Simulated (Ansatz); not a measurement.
Molecule (SMILES): N#P (N-P).
Atoms: N1, P2. Bonds: N1-P2.

Basis-set convergence of the highest harmonic wavenumber at MP2 with Ansatz (a quantum-chemistry and plane-wave program). Each level at its own minimum, finite differences of forces, unscaled; the reference is a large set that could be run, not a limit. Cartesian d functions, on some or all atoms, in 6-311G**, 6-311+G**; all else is spherical. Cores are frozen. A restricted Hartree-Fock determinant is unstable towards unrestricted orbitals. No added dispersion term, no relativity. Reference: the value in aug-cc-pV(Q+d)Z, 1201 cm⁻¹, itself unsure by roughly 7 cm⁻¹ (its mean distance from def2-QZVPP, cc-pV(Q+d)Z, aug-cc-pV(T+d)Z). Deviations are taken from unrounded values.

```tsv
basis	functions	highest harmonic wavenumber (cm⁻¹)
cc-pV(D+d)Z	37	1147
aug-cc-pV(D+d)Z	55	1143
6-311G**	45	1177
6-311+G**	53	1178
cc-pV(T+d)Z	69	1195
aug-cc-pV(T+d)Z	101	1188
def2-TZVPP	73	1191
def2-TZVPPD	85	1190
cc-pV(Q+d)Z	119	1205
aug-cc-pV(Q+d)Z	169	1201
```

What the diffuse functions change, pair by pair:
- cc-pV(D+d)Z to aug-cc-pV(D+d)Z: 18 more functions, deviation -54 to -58 cm⁻¹
- 6-311G** to 6-311+G**: 8 more functions, deviation -24 to -23 cm⁻¹
- cc-pV(T+d)Z to aug-cc-pV(T+d)Z: 32 more functions, deviation -6 to -13 cm⁻¹
- def2-TZVPP to def2-TZVPPD: 12 more functions, deviation -10 to -11 cm⁻¹
- cc-pV(Q+d)Z to aug-cc-pV(Q+d)Z: 50 more functions, deviation 3 to 0 cm⁻¹

Leaving out the reference's own pair, they bring the value nearer the reference by more than 7 cm⁻¹ in 0 of 4 pairs.
